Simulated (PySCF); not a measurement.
**SrCa⁺: frontier orbitals**

PBE0 at R = 4.061 Å; PySCF, scalar-relativistic core potentials, basis sets Sr def2-SVP with ECP28, Ca def2-SVP. State: ⁴Π (quartet), unpaired electrons σ ↑↑, π ↑, a second solution, started from another occupation. Only the outer orbitals are listed, counted within each symmetry, core potentials removing the inner ones.

```tsv
spin	orbital	occ.	ε (eV)	on Sr (%)	main shells (%)
α	3π	1	-29.38	100	100 Sr p
α	7σ	1	-29.31	100	100 Sr p
α	3π	1	-29.30	100	100 Sr p
α	8σ	1	-9.33	45	47 Ca s, 37 Sr s
α	9σ	1	-7.41	53	52 Sr s, 44 Ca s
α	4π	1	-6.83	49	35 Ca d, 35 Sr d, 16 Ca p
α	4π	0	-5.30	56	38 Sr d, 26 Ca d, 18 Sr p
α	10σ	0	-5.26	49	24 Ca p, 22 Sr d, 22 Sr p
α	11σ	0	-4.56	60	34 Sr p, 32 Ca d, 24 Sr d
β	3π	1	-29.23	100	100 Sr p
β	3π	1	-29.00	100	100 Sr p
β	7σ	1	-29.00	100	100 Sr p
β	8σ	0	-6.47	46	46 Ca s, 43 Sr s
β	9σ	0	-5.21	51	46 Ca s, 46 Sr s
β	4π	0	-4.32	53	48 Sr d, 41 Ca d
```

**Question.** Which are the highest filled and the lowest empty level, where do they sit, and how wide is the gap?

**Answer.** Highest filled α 4π at -6.83 eV (in %: 35 Ca d, 35 Sr d, 16 Ca p); lowest empty β 8σ at -6.47 eV (in %: 46 Ca s, 43 Sr s); the gap at PBE0 is 0.36 eV.

| Property | Result |
| --- | --- |
| bond order (Mayer) | 0.85 |
| ⟨S²⟩ | 3.750 |
| charge on Sr (Mulliken, basis-dependent) | 0.54 |
| charge on Sr (Löwdin, basis-dependent) | 0.40 |
| dipole moment (positive dipole points towards Ca; it is taken about the centre of mass and depends on that origin) | 2.54 D |

Spin–orbit coupling is left out.
